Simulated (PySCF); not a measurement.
Compound: C₁₀H₁₃B.
Structure used (PBE0-D3(BJ)/def2-SVP), in Å, numbered top down from 1:
```
atom  x, y, z in Å
C1     3.1366    0.4951   -0.6507
C2     1.9773   -0.1664   -0.5203
C3     0.6652    0.4256   -0.1938
C4    -0.2611   -0.3937    0.4617
C5     0.1079   -1.8100    0.8647
C6    -0.2583   -2.8385   -0.2033
C7    -1.6062   -0.0616    0.8007
C8    -2.3751    1.0670    0.6397
C9    -2.0432    2.3246    0.0800
C10   -0.8388    2.7076   -0.4540
B11    0.4312    1.8854   -0.6262
H12    3.2095    1.5761   -0.5097
H13    4.0567   -0.0415   -0.8944
H14    2.0137   -1.2507   -0.6678
H15   -0.4221   -2.0582    1.7980
H16    1.1789   -1.8746    1.1024
H17   -1.3374   -2.8141   -0.4211
H18   -0.0015   -3.8580    0.1224
H19    0.2674   -2.6405   -1.1500
H20   -2.1385   -0.8822    1.2954
H21   -3.4000    0.9811    1.0154
H22   -2.8597    3.0574    0.0920
H23   -0.8156    3.7406   -0.8236
H24    1.3450    2.4452   -1.1927
```

NICS = −σ at a ghost point: NICS(0) at the centroid of the ring atoms, NICS(1) 1 Å to either side along the normal of their mean plane, zz for the tensor component along that normal. Level: GIAO KT2/pcSseg-1 (PySCF, non-relativistic, gas phase) on the PBE0-D3(BJ)/def2-SVP geometry, one conformer.

Ring bond lengths (Å): C3–C4 1.400, C4–C7 1.426, C7–C8 1.375, C8–C9 1.416, C9–C10 1.372, C10–B11 1.523, B11–C3 1.540.

What do the NICS probes read (ppm)?

```csv
ring,type,NICS(0),"NICS(1), two faces","NICS(1)zz, two faces",rms pucker (Å),"centre to ring atoms, mean (Å)"
C3–C4–C7–C8–C9–C10–B11,"7-membered ring with B; formal bonds 3 double, 4 single",-3.7,-6.7 / -6.8,-16.6 / -16.8,0.01,1.65
```

What can be read from them?

- C3–C4–C7–C8–C9–C10–B11: mean NICS(1)zz -16.7 ppm, shielded.

What field does 9.4 T along the ring normal induce along that normal at the first NICS(1) probe listed for ring C3–C4–C7–C8–C9–C10–B11, 1 Å off the ring?

NICSzz × B0 = -16.6 ppm × 9.4 T = -156 μT, against the applied field.

How do the values depend on the level or the medium?

```csv
level,"NICS(0), C3–C4–C7–C8–C9–C10–B11","mean NICS(1)zz, C3–C4–C7–C8–C9–C10–B11"
"KT2/pcSseg-1, gas",-3.7,-16.7
"PBE0/pcSseg-1, gas",-3.3,-17.0
```

The geometry is the same throughout.

The run took 43 s wall, 98 s CPU on 2 threads of an Intel Xeon Platinum 8488C, no GPU, shared host with 96 logical CPUs at a one-minute load of 22, and the process peaked at 1.7 GiB of memory. This is the whole shielding run at KT2/pcSseg-1, SCF included.
